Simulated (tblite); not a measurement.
Species: C4H12GeO.
SMILES with atom numbers: `[CH3:1][CH2:2][Ge@H:3]([CH3:4])[O:5][CH3:6]` (hydrogens: H7, H8, H9 on C1; H10, H11 on C2; H12 on Ge3; H13, H14, H15 on C4; H16, H17, H18 on C6)

Geometry (GFN2-xTB, Å), atoms numbered from 1 in this order:
```xyz
18
C4H12GeO angstrom
C     -1.299   -1.686   -0.068
C     -0.770   -0.830    1.075
Ge     0.031    0.893    0.432
C     -1.104    2.015   -0.724
O      1.388    0.544   -0.667
C      2.510   -0.240   -0.345
H     -0.518   -1.863   -0.806
H     -2.127   -1.186   -0.567
H     -1.651   -2.650    0.298
H     -0.008   -1.380    1.631
H     -1.573   -0.608    1.777
H      0.608    1.659    1.630
H     -2.005    2.327   -0.204
H     -0.560    2.900   -1.038
H     -1.387    1.456   -1.611
H      3.091    0.203    0.469
H      3.136   -0.290   -1.238
H      2.228   -1.256   -0.055
```

All values are computed: GFN2-xTB (tblite) harmonic vibrations without scaling, gas phase. Against measured fundamentals such values can be off by several per cent, at times by over 20. Modes of hydrogen on germanium can be 10 to 20 % off. One conformer, not necessarily the lowest.

Harmonic wavenumbers (cm⁻¹): 48.1, 71.7, 82.7, 87.5, 120.5, 126.2, 149.6, 219.4, 259.2, 280.8, 465.7, 511.8, 581.7, 602.6, 662.8, 705.2, 780.0, 797.8, 957.2, 1002.8, 1062.0, 1068.7, 1135.3, 1144.9, 1230.0, 1246.7, 1311.2, 1413.4, 1417.3, 1448.4, 1452.3, 1468.5, 1487.4, 1492.3, 1499.8, 1502.6, 1761.8, 2922.2, 2937.1, 2953.3, 2972.2, 2986.0, 3005.2, 3013.9, 3021.5, 3024.7, 3028.7, 3032.5.

A = 2411, B = 2078, C = 1416 MHz; mass 150.010 u (most abundant isotopes); point group C1, symmetry number 1.

Q: Zero-point energy?

A: ½Σν̃ = 32277 cm⁻¹ = 92.28 kcal/mol.

Q: Give the ideal-gas entropy at 298.15 K and 1 bar in the rigid-rotor, harmonic-oscillator model (classical rotation).

A: Translation 40.95, rotation 28.21, vibration 34.54: S = 103.7 cal/(mol K).

Q: And Cp and H(298.15 K) − H(0)?

A: Cp = 37.77 cal/(mol K), of which vibrations give 29.82 (their classical limit is 48 R = 95.4); H(298.15 K) − H(0) = 7.45 kcal/mol without the zero-point energy, 5.08 from vibrations.

Q: Blend soft modes into free rotors: weight 1/[1 + (100 cm⁻¹/ν̃)⁴] for the oscillator and the rest for a rotor with moment μB/(μ + B), μ = h/(8π²ν), B = 10⁻⁴⁴ kg m². What vibrational entropy results?

A: 31.32 cal/(mol K) in place of 34.54, which changes −T·S at 298.15 K by +0.96 kcal/mol.

Q: Which modes carry the vibrational entropy at 298.15 K?

A: 48.1 cm⁻¹: 4.89; 71.7 cm⁻¹: 4.11; 82.7 cm⁻¹: 3.83; 87.5 cm⁻¹: 3.72; 120.5 cm⁻¹: 3.09; 126.2 cm⁻¹: 3.00 cal/(mol K); the other 42 give 11.91 together.

Q: How do the functions run with temperature in this model?

A: 
```json
{"T (K)": "150", "S (cal/(mol K))": "82.2", "Cp (cal/(mol K))": "26.2", "H − H(0) (kcal/mol)": "2.72", "G − H(0) (kcal/mol)": "-9.61", "ln q(vib)": "4.18"}
{"T (K)": "250", "S (cal/(mol K))": "97.4", "Cp (cal/(mol K))": "33.9", "H − H(0) (kcal/mol)": "5.73", "G − H(0) (kcal/mol)": "-18.62", "ln q(vib)": "7.39"}
{"T (K)": "400", "S (cal/(mol K))": "115.9", "Cp (cal/(mol K))": "45.8", "H − H(0) (kcal/mol)": "11.71", "G − H(0) (kcal/mol)": "-34.66", "ln q(vib)": "11.63"}
{"T (K)": "600", "S (cal/(mol K))": "137.2", "Cp (cal/(mol K))": "59.1", "H − H(0) (kcal/mol)": "22.27", "G − H(0) (kcal/mol)": "-60.03", "ln q(vib)": "16.74"}
{"T (K)": "900", "S (cal/(mol K))": "163.9", "Cp (cal/(mol K))": "72.9", "H − H(0) (kcal/mol)": "42.22", "G − H(0) (kcal/mol)": "-105.32", "ln q(vib)": "23.67"}
```

q(vib) and H(0) count from the zero-point level.

Q: What must be added to the electronic energy to get the Gibbs energy at 298.15 K and 1 bar?

A: ZPE + [H(298.15 K) − H(0)] − T·S = 92.28 + 7.45 − 30.92 = 68.81 kcal/mol.

Hindered rotation and anharmonicity are outside this model. Other conformers, if any are populated, would add a mixing term that is left out. The structure is chiral; the term R ln 2 for an equal mix with its mirror image is left out.
